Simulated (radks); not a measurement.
Values are calculated unless marked as measured or tabulated.
These are the eigenvalues of the occupied orbitals of an atom or ion with whole-number occupations (Ry). Level of theory: scalar-relativistic Kohn-Sham, PBE, spin-unpolarised, spherical densities, point nucleus (a radial shooting solver on a logarithmic mesh with Libxc functionals).

| orbital | eigenvalue |
|---|---|
| 1s | -1057.490 |
| 2s | -153.7440 |
| 2p | -137.9019 |
| 3s | -34.89748 |
| 3p | -29.80003 |
| 3d | -21.43113 |

Which element is it, and in what charge state? The configuration may be excited.

Answer. Z = 36, krypton, charge +10: Kr10+ in [Ar] 3d8. The list shows which subshells hold electrons but not how many an open one holds; the 1s level, -528.74 hartree, gives Z - s = 32.5 by -(Z - s)^2/2, which with screening and relativity narrows Z to a few neighbours, and the depths of the outer levels then fix element, charge and occupations together.
